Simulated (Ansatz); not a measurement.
`C[SiH2][B](N)[AlH2]` + H–F → `C[SiH2]B(N)F` + `[AlH3]`  (cleavage of the B–Al bond)

Computed with Ansatz on PBE0-D4/def2-TZVP structures; ΔE is electronic, products minus reactants. CBS: MP2 limit from def2 TZ/QZ plus the TZ coupled-cluster correction, frozen cores. This one scheme is used for every species. DFT in def2-TZVPP. B3LYP here is the variant with VWN-RPA as its local correlation; programs differ in this. Each species was taken in one conformer, which may not be the lowest.

| level | ΔE (eV) |
| --- | --- |
| ωB97X-V | -1.71 |
| B3LYP | -1.79 |

**Question.** What does CCSD(T)/CBS give? (Estimate.)

**Answer.** Ansatz gave: -1.58 eV. The listed levels differ from it by -0.13, -0.21 eV.

Largest T1 diagnostic among the species: 0.013.

The D4 term adds +0.09 eV with B3LYP and +0.05 eV with PBE0; it sums over pairs of atoms, weighted by their polarisabilities, and B3LYP, whose exchange is more repulsive, gets the larger term. From PBE to PBE0 (25 % exact exchange), in def2-TZVPP and without D4, ΔE moves by −0.04 eV.
